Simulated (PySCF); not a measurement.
Work out the structure from these simulated measurements.

Formula: C5H9ClO2Si.

| Property | Result |
| --- | --- |
| 13C NMR | chemical shifts (computed TMS as zero) by class: 186.3 (1 C), 133.5 (1 C), 132.2 (1 C), 50.0 (1 C), 15.2 (1 C) ppm [GIAO PBE0/pcSseg-1] |
| NMR, other nuclei | isotropic shieldings of nuclei other than C and H, by class: -177 (1 O), 115 (1 O), 408 (1 Si), 763 (1 Cl) ppm [GIAO PBE0/pcSseg-1] |
| Rotational structure | rotational constants A, B, C: 1.321, 1.060, 0.722 GHz [GFN2-xTB] |
| Dipole | 1.37 D [PBE0/pcSseg-1] |
| 1H NMR | chemical shifts (computed TMS as zero) by class: 6.14 (1 H), 6.08 (1 H), 4.27 (2 H), 4.01 (3 H), 2.18 (2 H) ppm [GIAO PBE0/pcSseg-1] |

Electronic properties: PySCF, gas phase, density fitting. Levels stand in brackets. One conformer (not necessarily the lowest) at the GFN2-xTB geometry, without solvent, vibrations or thermal averaging. GFN2-xTB frequencies show an imaginary mode (38i cm⁻¹), so this geometry is no minimum at that level. Each NMR value is the plain mean over a class of atoms that symmetry, rotation or inversion makes alike.

Task: What is the compound? Reason from the data.

Result: Numbering: `[CH3:1][O:2][C:3](=[O:4])[SiH2:5][CH2:6]/[CH:7]=[CH:8]\[Cl:9]`. Its formula, C5H9ClO2Si, gives 2 degrees of unsaturation: 0 rings and 2 π bonds in the structure found. 5 carbons fall into 5 classes; from least to most shielded: carbonyl carbon [C3] (186.3 ppm), alkene CH carbon [C7] (133.5 ppm), vinylic C–Cl carbon [C8] (132.2 ppm), methoxy carbon [C1] (50.0 ppm), sp3 carbon bound to silicon [C6] (15.2 ppm). Hydrogen classes from least to most shielded: 1 H on a vinylic C–Cl carbon, C8 (6.14 ppm), 1 H on an alkene CH carbon, C7 (6.08 ppm), 2 H on an SiH2 silicon, Si5 (4.27 ppm), 3 H on a methoxy carbon, C1 (4.01 ppm, a mean of values up to 1.9 ppm apart in this geometry), 2 H on an sp3 carbon bound to silicon, C6 (2.18 ppm, a mean of values up to 1.0 ppm apart in this geometry). The other shieldings belong to: -177 ppm, carbonyl oxygen [O4]; 115 ppm, oxygen singly bound to a carbonyl carbon [O2]; 408 ppm, SiH2 silicon [Si5]; 763 ppm, vinyl chlorine [Cl9]. The optimised geometry has point group C1 and is an asymmetric top. Structure: `COC(=O)[SiH2]C/C=C\Cl`. Computed isomers that give other values at the same levels: `C=C[C@@H]1COC[Si@@H](Cl)O1` (13C chemical shifts (computed TMS as zero) by class: 147.2 (1 C), 124.0 (1 C), 79.9 (1 C), 76.6 (1 C), 68.3 (1 C) ppm); `COCOC1=C([SiH2]Cl)C1` (13C chemical shifts (computed TMS as zero) by class: 171.5 (1 C), 103.9 (1 C), 66.8 (1 C), 60.0 (1 C), 18.4 (1 C) ppm); `CC(=O)CC(=O)[SiH2]CCl` (13C chemical shifts (computed TMS as zero) by class: 245.6 (1 C), 217.8 (1 C), 66.0 (1 C), 34.8 (1 C), 32.3 (1 C) ppm). The assignments are read from this structure; whether some other isomer fits the data as well wasn't checked.

Shape of the structure used: `[CH3:1][O:2][C:3](=[O:4])[SiH2:5][CH2:6]/[CH:7]=[CH:8]\[Cl:9]`: C1–O2–C3–O4 -2°, O2–C3–Si5–C6 -94°, C3–Si5–C6–C7 -51°, Si5–C6–C7–C8 91°.
